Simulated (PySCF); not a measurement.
Structure problem from calculated spectra and properties.

Elements present: C, H, N and Si. Monoisotopic mass: 174.9581 u.

| Quantity | Value |
| --- | --- |
| UV, strongest line | among the 6 lowest singlet transitions: S5 at 6.34 eV (196 nm, f = 0.086) [TDDFT PBE0/def2-SVPD] |
| Triplet | lowest triplet excitation (Tamm–Dancoff): 4.65 eV [TDA PBE0/def2-SVPD] |
| 1H NMR | chemical shifts (computed TMS as zero) by class: 4.46 (1 H), 3.85 (2 H), 3.73 (2 H), 3.63 (2 H), 3.57 (2 H) ppm [GIAO PBE0/pcSseg-1] |
| UV, first state | lowest singlet excitation: 4.95 eV (250 nm, f = 0.002) [TDDFT PBE0/def2-SVPD] |
| Rotational structure | rotational constants A, B, C: 1.192, 0.804, 0.596 GHz [GFN2-xTB] |
| Polarisability | 158.8 au [PBE0/def2-SVPD] |
| Dipole | 4.10 D [PBE0/def2-SVPD] |
| NMR, other nuclei | isotropic shieldings of nuclei other than C and H, by class: -107 (1 N), 448 (1 Si), 462 (2 Si), 469 (2 Si) ppm [GIAO PBE0/pcSseg-1] |
| 13C NMR | chemical shifts (computed TMS as zero) by class: 124.0 (1 C) ppm [GIAO PBE0/pcSseg-1] |

Electronic properties: PySCF, gas phase, density fitting. Levels stand in brackets. One conformer (not necessarily the lowest) at the GFN2-xTB geometry, without solvent, vibrations or thermal averaging. NMR classes are plain means over equivalent atoms (diastereotopic ones count apart unless rotation or inversion swaps them), as if these changed places fast.

Question: Which formula fits the mass and the elements?

Answer: CH9NSi5 (calculated 174.9581). No other formula that holds each of these elements comes within 0.0003 u with a fitting electron parity and a possible valence count.

Question: What is the compound? Reason from the data.

Answer: Numbering: `[N:1]#[C:2][SiH:3]1[SiH2:4][SiH2:5][SiH2:6][SiH2:7]1`. Its formula, CH9NSi5, gives 3 degrees of unsaturation: 1 ring and 2 π bonds in the structure found. The one carbon: cyano carbon [C2] (124.0 ppm). Hydrogen classes from least to most shielded: 1 H on an SiH silicon, Si3 (4.46 ppm), 2 H on 2 SiH2 silicons, Si4/Si7 (3.85 ppm), 2 H on 2 SiH2 silicons, Si5/Si6 (3.73 ppm), 2 H on 2 SiH2 silicons, Si5/Si6 (3.63 ppm), 2 H on 2 SiH2 silicons, Si4/Si7 (3.57 ppm). The other shieldings belong to: -107 ppm, cyano nitrogen [N1]; 448 ppm, SiH silicon [Si3]; 462 ppm, SiH2 silicon [Si4/Si7]; 469 ppm, SiH2 silicon [Si5/Si6]. S1 is mainly HOMO→LUMO (weight 0.99); the largest Löwdin shares of the orbital it empties are 0.23 on the SiH silicon, 0.18 on each of 2 atoms of one kind (SiH2 silicon) and 0.08 on the cyano nitrogen, of the orbital it fills 0.17 on the SiH silicon and 0.15 on each of 2 atoms of one kind (SiH2 silicon). The optimised geometry has point group Cs and is an asymmetric top. Structure: `N#C[SiH]1[SiH2][SiH2][SiH2][SiH2]1`. The assignments are read from this structure; whether some other isomer fits the data as well wasn't checked.
